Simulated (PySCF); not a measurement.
Bi(F)(Me)2 (C2H6BiF), SMILES [CH3][Bi]([CH3])[F]. Atoms are numbered in the order given.

```xyz
10

Bi    -0.2850     0.1285     0.0000
F      1.3692     1.3631     0.0000
C      0.5786    -1.2071     1.6430
H      0.1934    -0.9088     2.6278
H      0.3324    -2.2598     1.4407
H      1.6668    -1.0565     1.6036
C      0.5786    -1.2071    -1.6430
H      0.1934    -0.9088    -2.6278
H      1.6668    -1.0565    -1.6036
H      0.3324    -2.2598    -1.4407
```

Coordinates come from a B3LYP-D3(BJ)/def2-SVP optimisation. The structure was generated by enumeration; whether it is a known compound was not checked. The def2 effective core potentials stand for the cores of Bi; spin–orbit coupling is left out.

All values below come from TDA-LC-ωPBE/def2-SVPD (PySCF).

Vertical excitations. Gas-phase values at a fixed geometry. State labels are in the subgroup Cs.

| state | symmetry | energy (eV) | λ (nm) | f | main pairs |
|---|---|---|---|---|---|
| S1 | A' | 4.92 | 252 | 0.029 | HOMO→LUMO 96 % |
| S2 | A" | 5.85 | 212 | 0.000 | HOMO−1→LUMO 95 % |
| S3 | A" | 6.51 | 190 | 0.222 | HOMO→LUMO+1 86 % |
| S4 | A' | 6.81 | 182 | 0.168 | HOMO→LUMO+2 81 %, HOMO−1→LUMO+1 13 % |
| S5 | A' | 7.70 | 161 | 0.100 | HOMO−1→LUMO+1 40 %, HOMO−2→LUMO 27 %, HOMO→LUMO+3 13 %, HOMO→LUMO+2 8 % |
| S6 | A' | 7.84 | 158 | 0.426 | HOMO→LUMO+3 66 %, HOMO−1→LUMO+1 24 % |
| S7 | A" | 7.96 | 156 | 0.003 | HOMO−3→LUMO 80 % |
| S8 | A' | 8.01 | 155 | 0.114 | HOMO−2→LUMO 50 %, HOMO−1→LUMO+1 14 %, HOMO→LUMO+3 12 %, HOMO−4→LUMO 9 % |
| S9 | A" | 8.24 | 150 | 0.688 | HOMO−1→LUMO+2 58 %, HOMO−1→LUMO+3 22 % |
| S10 | A" | 8.47 | 146 | 0.017 | HOMO−1→LUMO+3 56 %, HOMO−1→LUMO+2 20 % |
| T1 | A' | 4.09 | 303 | 0 | HOMO→LUMO 95 % |
| T2 | A" | 5.04 | 246 | 0 | HOMO→LUMO+1 80 % |
| T3 | A" | 5.49 | 226 | 0 | HOMO−1→LUMO 93 % |
| T4 | A' | 5.57 | 223 | 0 | HOMO→LUMO+2 43 %, HOMO−1→LUMO+1 28 %, HOMO→LUMO+3 7 %, HOMO→LUMO+6 7 % |
Triplets are in the Tamm–Dancoff approximation.
